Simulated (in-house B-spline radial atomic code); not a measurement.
RPA and G0W0 on r2SCAN: the chlorine ion Cl⁵⁺

Configuration [Ne] 3s2, mean-field start r2SCAN. Computed with an all-electron radial atomic-structure program (B-spline basis): all electrons, scalar-relativistic (spin-free one-electron X2C), finite nucleus, each spin shell either full or empty, empty states to l = 9 with an (l + 1/2)⁻⁴ tail; G0W0 by contour deformation at full frequency.

Command:
```bash
python run_gw.py task.json out
```
Settings (radii: box in bohr, nucleus in fm):
```
Z                        17
electrons                12
configuration            [Ne] 3s2
hamiltonian              x2c
method                   r2scan
lmax                     9
rms_radius               3.3654
spin_polarised           False
box_radius               10.43
intervals                68
ion_configuration        [Ne] 3s1
```

Run time, properties included: 1.7 s on 1 thread of Arm Neoverse V2, with other jobs on the host.

Energies (hartree):

```tsv
term	value
mean-field total	-454.28335
Hartree-Fock functional on these orbitals	-453.82004
direct second order	-0.86114
second-order exchange	0.31635
SOSEX correction	0.2813
```

**Question.** What is the RPA correlation energy, and what remains with SOSEX?

**Answer.** RPA gives -0.75736 hartree (-1.72 eV per electron); RPA + SOSEX gives -0.47607, and the second-order doubles -0.54479 hartree (no singles). SOSEX takes back 37 % of the RPA value.

Quasi-particle levels (eV):

```json
{"level": "3s", "occupied": "yes", "mean field": "-89.65", "Σx - vxc": "-5.52", "Σc": "?", "QP weight": "?", "G0W0": "?"}
{"level": "2p", "occupied": "yes", "mean field": "-279.28", "Σx - vxc": "-24.49", "Σc": "4.34", "QP weight": "0.936", "G0W0": "-299.43"}
{"level": "3p", "occupied": "no", "mean field": "-74.25", "Σx - vxc": "8.02", "Σc": "-1.96", "QP weight": "0.947", "G0W0": "-68.20"}
```

G0W0 = mean field + (Σx - vxc) + Σc, with Σc (partial-wave tail included) taken at the quasi-particle energy. Levels of low weight are left out.

**Question.** Where does G0W0 put 3s?

**Answer.** At -97.47 eV, with Σc = -2.31 eV and a quasi-particle weight of 0.958. The tabulated removal energy is 96.94 ± 0.04 eV (NIST, semi-empirical); the calculation leaves out spin-orbit coupling, Breit and QED terms, and what these don't explain is the method's own error.

**Question.** What does it cost to remove one electron (to [Ne] 3s1) by differences of total energies, each species on its own start (correlation terms add to the Hartree-Fock functional)?

**Answer.** r2SCAN 95.94 eV, Hartree-Fock functional 94.95 eV, + RPA 97.44 eV, + RPA + SOSEX 96.78 eV, + second order 97.55 eV. Tabulated: 96.94 ± 0.04 eV (NIST, semi-empirical); the calculation leaves out spin-orbit coupling, Breit and QED terms, and what these don't explain is the method's own error.
